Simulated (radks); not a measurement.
Dy2+, 64 electrons, occupied as [Xe] 4f10. Method: non-relativistic Kohn-Sham, BLYP, spin-unpolarised, spherical densities, point nucleus; relativity is left out, which matters for an element this heavy; computed with a radial shooting solver on a logarithmic mesh with Libxc functionals.

Normalised radial functions P(r) = r R(r), r in bohr:

```
   r/bohr * 4s (the largest magnitude, 1.57, reaches the edge; | marks zero)
 0.002328                             |  *
 0.003557                             |   *
 0.005393                             |    *
  0.00824                             |     *
  0.01249                             |     *
  0.01909                             |    *
  0.02893                             *
  0.04421                      *      |
  0.06702                  *          |
   0.1024                          *  |
   0.1552                             |           *
   0.2372                             |           *
   0.3596                *            |
   0.5495  *                          |
    0.833               *             |
    1.273                           * |
     1.93                             *
    2.948                             *
    4.469                             *
```

4s: eigenvalue -355.62 eV, 3 radial nodes at r = 0.0294, 0.112, 0.296 bohr, <r> = 0.566 bohr, 90 % of the charge inside 0.813 bohr.
